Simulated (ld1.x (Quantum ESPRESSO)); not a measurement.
# What one change does to a pseudopotential (aluminium (Al), TM semilocal)

```
Element                 : Al
Generator               : ld1.x (Quantum ESPRESSO) 7.5
Type                    : norm-conserving Troullier–Martins (semilocal form)
Functional              : PBE
Relativity              : non-relativistic
Frozen core             : [Ne]
Valence charge          : 3
Reference configuration : 3s2 3p1
Partial waves           : 3p (bound): rc 2.20 bohr; 3d channel at 0.35 Ry: rc 2.00 bohr; 3s (bound): rc 1.95 bohr
Local potential         : the s channel
Core correction         : a·sin(br)/r model core inside 1.20 bohr
```

All-electron outer shells of the reference configuration (PBE, non-relativistic, ld1.x):

```csv
shell,level (eV),outermost node (bohr),outermost maximum (bohr)
2p,-69.68,–,0.43
3s,-7.73,0.80,2.09
3p,-2.72,0.82,2.64
```

Change: core correction none.

Cutoffs: the cutoffs (Ry, on a coarse ladder) from which the occupation-weighted sum of valence levels, in a spherical-Bessel basis at the reference potential, stays within 10 and 1 mRy of its value at 400 Ry; they do not see the model core or the augmentation charge, which bear on the density cutoff. Errors are all-electron minus pseudo energies relative to the spin-unpolarised reference configuration.

**Question.** What does the change do?

**Answer.** The potential gets neither clearly harder nor softer (10 Ry and 30 Ry → 10 Ry and 30 Ry); of the 7 tests that both files solve, the error grows in 5 and shrinks in 0 by more than 15 % and 0.3 meV (median size 1.4 → 6.3 meV); neither file shows a bound ghost. Exchange and correlation are not linear in the density, so unscreening with the valence charge alone errs where core and valence overlap; a model core restores that term. A semilocal file is local in each channel, so a ghost entry of none says nothing of the separable form that plane-wave codes build from it.

```csv
quantity,base,changed
"cutoff, loose",10 Ry,10 Ry
"cutoff, tight",30 Ry,30 Ry
bound ghosts,none,none
"error for 3s2 3p0, meV [ΔE 5.77 eV]",+1.4,-2.3
"error for 3s1 3p0, meV [ΔE 24.96 eV]",+16,+22
"error for 3s2 3p0.5, meV [ΔE 2.09 eV]",+0.2,-0.4
"error for 3s1 3p1, meV [ΔE 11.54 eV]",+3.3,+9.7
"error for 3s2 3p1.3, meV [ΔE -0.58 eV]",+0.1,0.0
"error for 3s1 3p2, meV [ΔE 5.11 eV]",-1.1,+6.3
"error for 3s0 3p3, meV [ΔE 10.38 eV]",-5.0,+28
s: phases at 2.41 bohr within 0.05 rad from the reference energy up to (Ry; the scan ends near 5),2.8,2.8
p: phases at 2.41 bohr within 0.05 rad from the reference energy up to (Ry; the scan ends near 5),3.6,3.6
d: phases at 2.41 bohr within 0.05 rad from the reference energy up to (Ry; the scan ends near 5),4.5,4.5
```
